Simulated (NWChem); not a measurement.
Molecule: SiH₂O₂Cl₂; SMILES O[Si](O)(Cl)Cl

```xyz
7

O     -0.1684     1.3671    -1.2252
Si     0.0000     0.0000    -0.3345
O      0.1684    -1.3671    -1.2252
Cl    -1.6808    -0.1006     0.8223
Cl     1.6808     0.1006     0.8223
H      0.6186     1.6934    -1.6738
H     -0.6186    -1.6934    -1.6738
```
Atoms are numbered in this order, from 1.

Results from NWChem. Geometry optimised at PBE0/def2-SVP; all other runs use it. 

```
quantity                                                level  value
-----------------------------------------  ------------------  -----
anisotropy (bohr³), static                      PBE/def2-SVPD   12.1
vertical, lowest excitation, singlet (eV)  PBE/def2-SVPD, TDA   6.68
−ε(HOMO) (eV)                                    PBE/def2-SVP   7.39
dipole in solution (D) in n-hexane         PBE0/def2-SVP, SMD   2.33
dipole (D)                                      PBE0/def2-SVP   2.14
highest harmonic frequency (cm⁻¹)               PBE0/def2-SVP   3925
```
